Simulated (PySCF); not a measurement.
Species: germanium monoxide, GeO.
Structure used (PBE0-D3(BJ)/def2-SVP), in Å, numbered top down from 1:
```
atom  x, y, z in Å
O1     0.8145   -0.0065   -0.0049
Ge2   -0.8089    0.0090   -0.0234
```

The calculation used core-valence-separated Tamm–Dancoff BHandHLYP/aug-pcX-1 (def2-SVPD on Ge) in PySCF, non-relativistic, gas phase, PBE0-D3(BJ)/def2-SVP geometry. No empirical shift is added; at this level the pattern usually sits a few eV under experiment.

The lowest roots of each edge with f over 0.003 (five at most, numbered afresh; weaker and dark ones are left out), with transition dipoles (au) in the frame of the coordinates:

```json
{"root": "1", "edge": "O", "E (eV)": "528.35", "f": "0.0333", "μx": "0.0007", "μy": "0.0127", "μz": "-0.0491"}
{"root": "2", "edge": "O", "E (eV)": "528.35", "f": "0.0333", "μx": "-0.0003", "μy": "-0.0491", "μz": "-0.0128"}
{"root": "3", "edge": "O", "E (eV)": "532.41", "f": "0.0162", "μx": "0.0353", "μy": "-0.0004", "μz": "0.0004"}
{"root": "4", "edge": "O", "E (eV)": "533.77", "f": "0.0051", "μx": "0.0198", "μy": "-0.0002", "μz": "0.0002"}
{"root": "5", "edge": "O", "E (eV)": "535.54", "f": "0.0071", "μx": "0.0232", "μy": "-0.0002", "μz": "0.0003"}
```

Question: What is the unit vector of the molecular axis, and which share of each root's |μ|² lies along it?

Answer: (1.00, -0.01, 0.01), up to sign.

```tsv
root	core hole on	share along it	final orbital
1	O1	0.00	π
2	O1	0.00	π
3	O1	1.00	σ
4	O1	1.00	σ
5	O1	1.00	σ
```

The 1s orbitals are σ, so light polarised along the axis reaches σ orbitals and light across it π orbitals.

Question: For fixed molecules, how does the intensity of root 3 change when the electric field is turned 20° away from the molecular axis?

Answer: Intensity goes as (E·μ)², and μ lies along that direction, so it falls to cos²20° = 0.88 of its maximum; it vanishes at 90°.

Question: Molecules are fixed in this frame and the field points along z. What effective strengths 3 f cos²θ do the roots have (θ between field and μ)?

Answer: root 1 (O1): 0.094, root 2 (O1): 0.006, root 3 (O1): 0.000, root 4 (O1): 0.000, root 5 (O1): 0.000. Root 1 is the strongest. Averaged over all orientations cos²θ is 1/3, which gives f back. For degenerate partners only the sum has meaning, as the program may mix them freely.

 The BHandHLYP/aug-pcX-1 (def2-SVPD on Ge) calculation is non-relativistic and has no spin–orbit coupling, an omission that weighs most on germanium.
